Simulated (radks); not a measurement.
Spherical quantum dot in the effective-mass picture: electrons in a well V = -V0 / (1 + exp((r - R)/a)) with V0 = 4.03, R = 4.99, a = 0.38, all in effective atomic units (hartree* = m*/eps^2 hartree, bohr* = eps/m* bohr), one dielectric constant everywhere. Method: non-relativistic Kohn-Sham, LDA (Slater exchange, Perdew-Wang correlation), spin-polarised, spherical densities; computed with a radial shooting solver with Libxc functionals. Levels are named by radial order and angular momentum (1s, 1p, 1d, 2s, ...), and open shells are averaged over m. Results are scaled to m* = 0.538 and eps = 14.4, for which hartree* = 70.6 meV and bohr* = 1.416 nm.

N = 10, configuration 1s2 1p6 1d(up 2, down 0). This is the lowest configuration that the search found. Occupied and some empty levels:

level    occupation  eigenvalue (meV)  <r> (nm)
1s up             1           -88.396     4.441
1s down           1           -86.666     4.417
1p up             3           -79.490     4.753
1p down           3           -77.633     4.746
1d up             2           -65.343     5.011
1d down           0           -63.429     5.011
1f up             0           -46.934     5.232
1f down           0           -45.012     5.236
2s up             0           -43.043     3.550
2s down           0           -42.140     3.551
2p up             0           -20.757     4.162
2p down           0           -19.624     4.158

Energy (meV): total -1680.00, kinetic 240.27, external -2694.9, Hartree 958.84, exchange-correlation -184.18.

Electron density:

r (nm)  n(r) (e/nm^3)
0.439        0.001847
0.929        0.002345
1.42         0.003243
1.91         0.004587
2.40         0.006390
2.89         0.008547
3.38          0.01079
3.86          0.01259
4.35          0.01327
4.84          0.01223
5.33         0.009486
5.82         0.005888
6.31         0.002794
6.80        0.0009799
7.29        0.0002610
7.78       0.00005688
8.27       0.00001114
8.76        2.110e-06
9.25        3.976e-07
9.73        7.681e-08
